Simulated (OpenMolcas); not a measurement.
# Sb IV: input and output

Input:

```
&GATEWAY
Coord
1

Sb 0.0 0.0 0.0
Basis=ANO-R0
Group=XYZ
NoMove
AngMom=0.0 0.0 0.0
AMFI
&SEWARD
&RASSCF
FileOrb=start.orb
Symmetry=1
Spin=3
nActEl=2 0 0
Inactive=14 9
Ras2=1 3
CIRoot=3 3 1
SDav=3
CIMx=300
Iter=120 100
PrWF=0.3
OrbListing=Nothing
MaxOrb=0
Atom
>>> COPY $Project.JobIph JOB001
&RASSCF
FileOrb=start.orb
Symmetry=1
Spin=1
nActEl=2 0 0
Inactive=14 9
Ras2=1 3
CIRoot=6 6 1
SDav=7
CIMx=300
Iter=120 100
PrWF=0.3
OrbListing=Nothing
MaxOrb=0
Atom
>>> COPY $Project.JobIph JOB002
&RASSCF
FileOrb=start.orb
Symmetry=2
Spin=3
nActEl=2 0 0
Inactive=14 9
Ras2=1 3
CIRoot=3 3 1
SDav=3
CIMx=300
Iter=120 100
PrWF=0.3
OrbListing=Nothing
MaxOrb=0
Atom
>>> COPY $Project.JobIph JOB003
&RASSCF
FileOrb=start.orb
Symmetry=2
Spin=1
nActEl=2 0 0
Inactive=14 9
Ras2=1 3
CIRoot=3 3 1
SDav=3
CIMx=300
Iter=120 100
PrWF=0.3
OrbListing=Nothing
MaxOrb=0
Atom
>>> COPY $Project.JobIph JOB004
&RASSI
NrOfJobIphs=4 3 6 3 3
1 2 3
1 2 3 4 5 6
1 2 3
1 2 3
IphNames
JOB001
JOB002
JOB003
JOB004
EJob
SpinOrbit
DIPRint=1.0
SOCoupling=1000.0
Subsets=2
MEES
Property=10
'ANGMOM' 1 'ANGMOM' 2 'ANGMOM' 3 'MLTPL  1' 1 'MLTPL  1' 2 'MLTPL  1' 3
'AMFI' 1 'AMFI' 2 'AMFI' 3 'MLTPL  2' 6
SOProperty=3
'ANGMOM' 1 'ANGMOM' 2 'ANGMOM' 3
```

Launched by
```bash
OMP_NUM_THREADS=1 MOLCAS_MEM=2252 MOLCAS_PROJECT=a pymolcas a.inp > a.log  # once for each step of the input, in one work folder
```

A driver script runs the steps one by one and writes start.orb anew before each from the orbitals found so far.

Output, cut to the results:

```
--- SEWARD ---
Basis set label: SB.ANO-R...5S4P2D.

      Electronic valence basis set:
      ------------------
      Associated Effective Charge  51.000000 au
      Associated Actual Charge     51.000000 au
      Nuclear Model: Finite nucleus - Gaussian distribution
        Gaussian exponent, Xi/bohr**(-2):  1.89752E+08

      Shell  nPrim  nBasis  Cartesian Spherical Contaminant
         s      23       5        X
         p      18       4        X
         d      12       2                 X
                  Relativistic X2C integrals
                  Atomic mean-field integrals
--- RASSCF ---
Wave function specifications:
      -----------------------------

      Number of closed shell electrons          46
      Number of electrons in active shells       2
      Max number of holes in RAS1 space          0
      Max nr of electrons in RAS3 space          0
      Number of inactive orbitals               23
      Number of active orbitals                  4
      Number of secondary orbitals               0
      Spin quantum number                      1.0
      State symmetry                             1
Orbital specifications:
      -----------------------

      Symmetry species                           1   2
                                                ag  au
      Frozen orbitals                            0   0
      Inactive orbitals                         14   9
      Active orbitals                            1   3
      RAS1 orbitals                              0   0
      RAS2 orbitals                              1   3
      RAS3 orbitals                              0   0
      Secondary orbitals                         0   0
      Deleted orbitals                           0   0
      Number of basis functions                 15  12
      Number of CSFs                             3
      Number of root(s) required                 3
      Iter CI   SX   CI       RASSCF       Energy    max ROT     max BLB   max BLB  Level Ln srch  Step   QN
          iter iter root      energy       change     param      element    value   shift minimum  type update
 Nr of preliminary CI iterations:   1
 ###############################################################################
 ###############################################################################
 ###                                                                         ###
 ###                                                                         ###
 ###    WARNING: Problems in orbital optimization.                           ###
 ###                                                                         ###
 ###                                                                         ###
 ###############################################################################
 ###############################################################################
  Warning: In symmetry  1, orbital p=  15 has diagonal density matrix element D(p,p) close to zero. D(p,p)=  0.000000E+00
      Total energies have been shifted. Add                -6000.00 au
        ...
 ###############################################################################
 ###############################################################################
  Warning: In symmetry  1, orbital p=  15 has diagonal density matrix element D(p,p) close to zero. D(p,p)=  0.000000E+00
        4   1    1    0  -475.48831410   -3.64E-12   0.00E+00    9  15 1  4.08E-08   0.00   0.00    SX    NO
      Convergence after  4 iterations
        5   1    1    0  -475.48831410   -3.64E-12   0.00E+00    9  15 1  4.08E-08   0.00   0.00    SX    NO
      Natural orbitals and occupation numbers for root  1
      sym 1:   0.000000
      sym 2:   1.000000   1.000000   0.000000
      Natural orbitals and occupation numbers for root  2
      sym 1:   0.000000
      sym 2:   0.000000   1.000000   1.000000
      Natural orbitals and occupation numbers for root  3
      sym 1:   0.000000
      sym 2:   1.000000  -0.000000   1.000000
::    RASSCF root number  1 Total energy:  -6475.48831410
::    RASSCF root number  2 Total energy:  -6475.48831410
::    RASSCF root number  3 Total energy:  -6475.48831410
--- RASSCF ---
Wave function specifications:
      -----------------------------

      Number of closed shell electrons          46
      Number of electrons in active shells       2
      Max number of holes in RAS1 space          0
      Max nr of electrons in RAS3 space          0
...
--- RASSI ---
SPIN-FREE ENERGIES:
  (Shifted by EMIN (a.u.) =      -6476.2326695488)

 SF State       Relative EMIN(au)   Rel lowest level(eV)    D:o, cm**(-1)      L_eff

     4             0.0000000000        0.0000000000              0.0000         0.0
    10             0.3157569720        8.5921849254          69300.6450         1.0
    11             0.3157569720        8.5921849254          69300.6450         1.0
    12             0.3157569720        8.5921849254          69300.6450         1.0
    13             0.4712091022       12.8222528830         103418.4440         1.0
    14             0.4712091022       12.8222528830         103418.4440         1.0
    15             0.4712091022       12.8222528830         103418.4440         1.0
     2             0.7443554441       20.2549434940         163367.1367         1.0
     3             0.7443554441       20.2549434940         163367.1367         1.0
     1             0.7443554441       20.2549434940         163367.1367         1.0
     9             0.7863214319       21.3968961958         172577.6064         2.0
     8             0.7863214319       21.3968961958         172577.6064         2.0
     5             0.7863214319       21.3968961958         172577.6064         2.0
     6             0.7863214319       21.3968961958         172577.6064         2.0
     7             0.7863214319       21.3968961958         172577.6064         2.0
     Dipole printing threshold changed to   1.00000000E+00

++ Dipole transition strengths (spin-free states):
   -----------------------------------------------
     for osc. strength at least  1.00000000E+00

  ( Max oscillator strength is only   0.94777236994160163      )
--
Eigenvalues of complex Hamiltonian:
   -----------------------------------
  (Shifted by EMIN (a.u.) =      -6476.2326695488)

 SO State       Relative EMIN(au)   Rel lowest level(eV)    D:o, cm**(-1)     J-value

...
```

The J values that RASSI prints are effective ones from its own formula and need not be integers or half-integers; the table below assigns J from the states.

Levels above the lowest, from the spin-orbit matrix, grouped by J:

```tsv
Configuration	Term	J	E (cm-1)	Measured (cm-1)	g	Term weight %
5s2	1S	0	0.0	0.0		100
5s 5p	3P*	0	66326			100
5s 5p	3P*	1	67689	66700	1.499	100
5s 5p	3P*	2	70792	72560	1.501	100
5s 5p	1P*	1	103546	95952	1.002	100
```

Against the 3 measured excited levels shown (Moore, Atomic Energy Levels, vol. III, NSRDS-NBS 35 (1971 reprint of NBS Circular 467, 1958)) the mean absolute deviation is 3500 cm-1; the largest miss in energy is 5s 5p 1P* 1: computed 103546, measured 95952 cm-1 (+7.9 %).

The basis is small and was not contracted for so high a charge. Computed and measured levels are paired by configuration, term and J; levels that our copy of the source lacks, or whose pairing is in doubt (as where it misses far off the trend of its configuration), stay unpaired and out of the deviations. Only configurations of the active space appear. The first state left out of the spin-orbit step lies near 190000 cm-1 above the lowest spin-free state of the reference (among the parities and spins computed), and the list stops at four fifths of that energy or lower.

The term weight is that of the spin-free term in the level, not the purity of its configuration. * marks odd parity.
